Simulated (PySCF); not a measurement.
AgCl, multiplicity 1. Atoms are numbered in the order given.

```xyz
2

Ag     0.0000     0.0000    -0.6079
Cl     0.0000     0.0000     1.6806
```

Geometry optimised at PBE0-D3(BJ)/def2-TZVPD. The spin state was assumed, not searched. The def2 effective core potentials stand for the cores of Ag; spin–orbit coupling is left out.

Calculation: PBE0-D3(BJ)/def2-TZVPD (PySCF).

Frequencies are harmonic and unscaled.

Computed vibrational spectrum:
```tsv
mode	ν (cm⁻¹)	IR (km/mol)	moving atoms (share of kinetic energy)
1	332	19.6	Cl 75 %, Ag 25 %
```
